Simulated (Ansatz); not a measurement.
Reaction (silylene formation by 1,1-elimination): `BN[SiH](O)F` → `BN` + `O[Si]F`

Program: Ansatz. Geometries: PBE0-D4/def2-TZVP. ΔE: electronic, gas phase. CCSD(T)/CBS is the MP2 limit (def2-TZVPP, def2-QZVPP) plus CCSD(T) − MP2 in def2-TZVPP, frozen cores. This one scheme is used for every species. Functionals use def2-TZVPP. B3LYP here is the variant with VWN-RPA as its local correlation; programs differ in this. Each species was taken in one conformer, which may not be the lowest.

```json
{"level": "LDA (SPW92)", "ΔE (kJ/mol)": "203.1", "difference from CCSD(T)/CBS": "0.5"}
{"level": "PBE-D4", "ΔE (kJ/mol)": "179.3", "difference from CCSD(T)/CBS": "-23.3"}
{"level": "r2SCANh-D4", "ΔE (kJ/mol)": "215.2", "difference from CCSD(T)/CBS": "12.6"}
{"level": "CAM-B3LYP-D4", "ΔE (kJ/mol)": "197.6", "difference from CCSD(T)/CBS": "-5.0"}
{"level": "ωB97M-V", "ΔE (kJ/mol)": "187.7", "difference from CCSD(T)/CBS": "-14.9"}
{"level": "B2PLYP", "ΔE (kJ/mol)": "189.8", "difference from CCSD(T)/CBS": "-12.8"}
{"level": "PBE-QIDH", "ΔE (kJ/mol)": "215.5", "difference from CCSD(T)/CBS": "12.9"}
{"level": "revPBE", "ΔE (kJ/mol)": "155.9", "difference from CCSD(T)/CBS": "-46.7"}
{"level": "BLYP", "ΔE (kJ/mol)": "149.9", "difference from CCSD(T)/CBS": "-52.7"}
{"level": "B3LYP", "ΔE (kJ/mol)": "173.9", "difference from CCSD(T)/CBS": "-28.7"}
{"level": "r2SCANh", "ΔE (kJ/mol)": "212.7", "difference from CCSD(T)/CBS": "10.1"}
{"level": "CAM-B3LYP", "ΔE (kJ/mol)": "189.7", "difference from CCSD(T)/CBS": "-12.9"}
{"level": "SCS-MP2/def2-TZVPP", "ΔE (kJ/mol)": "205.1", "difference from CCSD(T)/CBS": "2.5"}
{"level": "CCSD/def2-TZVPP", "ΔE (kJ/mol)": "199.4", "difference from CCSD(T)/CBS": "-3.2"}
{"level": "HF/def2-QZVPP", "ΔE (kJ/mol)": "210.0", "difference from CCSD(T)/CBS": "7.4"}
{"level": "HF/CBS(def2)", "ΔE (kJ/mol)": "210.1", "difference from CCSD(T)/CBS": "7.5"}
{"level": "CCSD(T)/CBS", "ΔE (kJ/mol)": "202.6", "difference from CCSD(T)/CBS": "0"}
```

Largest T1 diagnostic among the species: 0.015.

From PBE to PBE0 (25 % exact exchange), in def2-TZVPP and without D4, ΔE moves by +23.0 kJ/mol. At CCSD(T), def2-SVP lies −19.8 kJ/mol from the extrapolated value and def2-TZVPP −4.4 kJ/mol.

CCSD(T)/CBS has its own doubt, a few kJ/mol and more with outer-core shells, so smaller differences from it don't rank the levels.
